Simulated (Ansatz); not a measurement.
Task: Name a neutral molecule of C, Se, Si and H with HOMO–LUMO gap (PBE0/def2-TZVPP) between 3.25 and 3.55 eV and LUMO energy (B3LYP/def2-TZVPP) between -3.45 and -3.15 eV (Ansatz, PBE0-D4/def2-TZVP geometry).

Result: `[SiH3]C=[Se]` (3.26 eV, -3.22 eV). Other molecules can fit too; these were computed, each in one conformer that needn't be the lowest.

B3LYP here is the variant with VWN-RPA as its local correlation; programs differ in this.
